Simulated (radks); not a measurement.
The numbers below are computed, except where a source is named.
Task: These are the eigenvalues of the occupied orbitals of an atom or ion with whole-number occupations (eV). Level of theory: scalar-relativistic Kohn-Sham, PBE, spin-unpolarised, spherical densities, finite nucleus; Fermi nuclear charge, rms radius of each element as measured or else 0.836 A^(1/3) + 0.57 fm (a radial shooting solver on a logarithmic mesh with Libxc functionals).

| orbital | eigenvalue |
|---|---|
| 1s | -46685.83 |
| 2s | -7640.242 |
| 2p | -6817.304 |
| 3s | -1684.222 |
| 3p | -1426.903 |
| 3d | -1078.436 |
| 4s | -345.2409 |
| 4p | -260.6881 |
| 4d | -142.0351 |
| 5s | -56.6382 |
| 5p | -36.5327 |
| 4f | -15.7111 |

Which element is it, and in what charge state? The configuration may be excited.

Result: Z = 62, samarium, charge +2: Sm2+ in [Xe] 4f6. The list shows which subshells hold electrons but not how many an open one holds; the 1s level, -1715.7 hartree, gives Z - s = 58.6 by -(Z - s)^2/2, which with screening and relativity narrows Z to a few neighbours, and the depths of the outer levels then fix element, charge and occupations together.
